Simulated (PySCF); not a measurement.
Excitations are Tamm–Dancoff values on a coarser integration grid. The basis has no diffuse functions, so Rydberg states are missing or too high.

Cartesian coordinates (Å):
SMILES: O=CC1CC1
```xyz
11

O      2.3278    -1.1645    -0.5696
C      1.4425    -0.5908     0.0214
C      0.1294    -0.2429    -0.5446
C     -0.5207     1.0410    -0.0528
C     -1.0615    -0.2645     0.4011
H      1.5773    -0.2766     1.0829
H     -0.0289    -0.5354    -1.5745
H      0.0414     1.6363     0.6567
H     -1.0714     1.6107    -0.7891
H     -0.8721    -0.5691     1.4234
H     -1.9952    -0.6197    -0.0138
```
Charge 0, spin multiplicity 1.

Task: Estimate the HOMO, HOMO–LUMO gap, total energy, dipole moment, LUMO, brightest of the four lowest singlets (TDA), T1 excitation (TDA) and S1 excitation (TDA) that PySCF 2.14.0 with TPSSh-D3(BJ)/def2-TZVP returns for this input.

Result: 
```yaml
HOMO: -6.48 eV
HOMO–LUMO gap: 5.38 eV
total_energy: -6294.86 eV
dipole_moment: 3.42 D
LUMO: -1.09 eV
brightest of the four lowest singlets (TDA): 7.06 eV
T1 excitation (TDA): 3.85 eV
S1 excitation (TDA): 4.50 eV
```
